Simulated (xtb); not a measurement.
xtb input (GFN1-xTB):

```bash
xtb mol.xyz --gfn 1 --sp --chrg 0 --uhf 0
```
mol.xyz:
```
9

Si     0.00000000     0.00000000    -0.00000000
O      1.00703002    -0.02210858    -1.28977156
O     -1.46959592     0.14926346    -0.70435587
O      0.12982701    -1.33355605     0.93961808
O      0.33273889     1.20640118     1.05450935
H      1.91774520    -0.27679772    -1.12407385
H     -2.20787797     0.35655240    -0.12669218
H     -0.19374146    -2.15793968     0.56891672
H      0.48387423     2.07818500     0.68184931
```

End of the output:

```
         :::::::::::::::::::::::::::::::::::::::::::::::::::::
         ::                     SUMMARY                     ::
         :::::::::::::::::::::::::::::::::::::::::::::::::::::
         :: total energy             -23.066948896531 Eh    ::
         :: gradient norm              0.035079904067 Eh/a0 ::
         :: HOMO-LUMO gap              9.268214963566 eV    ::
         ::.................................................::
         :: SCC energy               -23.201680662825 Eh    ::
         :: -> electrostatic           0.153788903096 Eh    ::
         :: repulsion energy           0.137122889554 Eh    ::
         :: dispersion energy         -0.002391123259 Eh    ::
         :: halogen bond corr.         0.000000000000 Eh    ::
         :: add. restraining           0.000000000000 Eh    ::
         :: total charge               0.000000000000 e     ::
         :::::::::::::::::::::::::::::::::::::::::::::::::::::

           -------------------------------------------------
          |                Property Printout                |
           -------------------------------------------------

    * Orbital Energies and Occupations

         #    Occupation            Energy/Eh            Energy/eV
      -------------------------------------------------------------
         1        2.0000           -0.7450370             -20.2735
       ...           ...                  ...                  ...
         4        2.0000           -0.7395296             -20.1236
         5        2.0000           -0.6212368             -16.9047
         6        2.0000           -0.6046061             -16.4522
         7        2.0000           -0.5678353             -15.4516
         8        2.0000           -0.5678353             -15.4516
         9        2.0000           -0.5550191             -15.1028
        10        2.0000           -0.5389360             -14.6652
        11        2.0000           -0.5389360             -14.6652
        12        2.0000           -0.5284834             -14.3808
        13        2.0000           -0.4907825             -13.3549
        14        2.0000           -0.4858126             -13.2196
        15        2.0000           -0.4858126             -13.2196
        16        2.0000           -0.4786832             -13.0256 (HOMO)
        17                         -0.1380826              -3.7574 (LUMO)
        18                         -0.1013046              -2.7566
        19                         -0.1013046              -2.7566
Note: The following floating-point exceptions are signalling: IEEE_DENORMAL
normal termination of xtb
        20                         -0.0869986              -2.3674
        21                          0.0259942               0.7073
        22                          0.0615697               1.6754
        23                          0.0615697               1.6754
        24                          0.2013676               5.4795
        25                          0.2673129               7.2740
        26                          0.3122157               8.4958
        27                          0.4013281              10.9207
       ...                                ...                  ...
        33                          1.4319409              38.9651
      -------------------------------------------------------------
                  HL-Gap            0.3406006 Eh            9.2682 eV
             Fermi-level           -0.3083829 Eh           -8.3915 eV

  Mulliken/CM5 charges         n(s)   n(p)   n(d)
     1Si    0.65608  0.61380   0.733  1.326  1.285
     2O    -0.51701 -0.68834   1.645  4.872  0.000
     3O    -0.51701 -0.68834   1.645  4.872  0.000
     4O    -0.51701 -0.68834   1.645  4.872  0.000
     5O    -0.51701 -0.68834   1.645  4.872  0.000
     6H     0.35299  0.53489   0.647  0.000  0.000
     7H     0.35299  0.53489   0.647  0.000  0.000
     8H     0.35299  0.53489   0.647  0.000  0.000
     9H     0.35299  0.53489   0.647  0.000  0.000

Wiberg/Mayer (AO) data.
largest (>0.10) Wiberg bond orders for each atom

 ---------------------------------------------------------------------------
     #   Z sym  total        # sym  WBO       # sym  WBO       # sym  WBO
 ---------------------------------------------------------------------------
     1  14 Si   5.206 --     4 O    1.275     2 O    1.275     3 O    1.275
                             5 O    1.275
     2   8 O    2.204 --     1 Si   1.275     6 H    0.844
     3   8 O    2.204 --     1 Si   1.275     7 H    0.844
     4   8 O    2.204 --     1 Si   1.275     8 H    0.844
     5   8 O    2.204 --     1 Si   1.275     9 H    0.844
     6   1 H    0.884 --     2 O    0.844
     7   1 H    0.884 --     3 O    0.844
     8   1 H    0.884 --     4 O    0.844
     9   1 H    0.884 --     5 O    0.844
 ---------------------------------------------------------------------------

Topologies differ in total number of bonds
Writing topology from bond orders to xtbtopo.mol

 dipole moment from electron density (au)
     X       Y       Z
   0.0000  -0.0000  -0.0000  total (Debye):    0.000

           -------------------------------------------------
          | TOTAL ENERGY              -23.066948896531 Eh   |
          | GRADIENT NORM               0.035079904067 Eh/α |
          | HOMO-LUMO GAP               9.268214963566 eV   |
           -------------------------------------------------

------------------------------------------------------------------------
------------------------------------------------------------------------
 total:
 SCF:
```
